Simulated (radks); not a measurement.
Species: Tl28+. Configuration: [Kr] 4d10 4f7.

All-electron calculation, Dirac Kohn-Sham, exchange-only PBE, spin-unpolarised, spherical densities, finite nucleus; open shells fill j = l - 1/2 first; Fermi nuclear charge, rms radius 5.4759 fm. Program: a radial shooting solver on a logarithmic mesh with Libxc functionals.

Energy parts (eV):
part                   energy
total              -541745.00
kinetic             628763.41
electron-nucleus  -1319477.84
Hartree             158280.23
exchange             -9310.79

Orbitals (lengths in bohr, moments of r in powers of bohr):
orbital  occ.  eigenvalue (eV)       <r^4>  small-component weight
1s1/2       2        -86351.79   3.761e-07                9.51e-02
2s1/2       2        -16114.51  0.00005418                2.19e-02
2p1/2       2        -15510.92  0.00003200                2.20e-02
2p3/2       4        -13445.16  0.00005092                1.94e-02
3s1/2       2        -4535.974    0.001940                7.38e-03
3p1/2       2        -4263.402    0.001681                7.33e-03
3p3/2       4        -3801.965    0.002356                6.59e-03
3d3/2       4        -3351.265    0.001545                6.46e-03
3d5/2       6        -3252.675    0.001708                6.27e-03
4s1/2       2        -1661.210     0.03741                2.72e-03
4p1/2       2        -1542.610     0.03842                2.63e-03
4p3/2       4        -1419.505     0.05106                2.37e-03
4d3/2       4        -1225.496     0.05309                2.21e-03
4d5/2       6        -1201.124     0.05739                2.14e-03
4f5/2       6        -954.3329     0.05471                1.86e-03
4f7/2       1        -948.0636     0.05652                1.84e-03

The highest occupied level is 4f7/2 at -948.06 eV. For comparison, the ionisation energy in NIST's Atomic Spectra Database is 990 eV (theoretical). In exact Kohn-Sham theory the highest level is minus the ionisation energy, but local and semilocal functionals leave it too shallow, through self-interaction and a potential that decays too fast; potentials with the right tail come closer. Summed over all electrons, <r^2> = 5.239 bohr^2, which gives a Langevin (diamagnetic) susceptibility term of -4.15 x 10^-6 cm^3/mol. The electron density at the nucleus is 2.52e+06 e/bohr^3.

Beside tabulated values, note that spin-unpolarised runs miss the spin-polarisation part of the exchange energy of open shells.
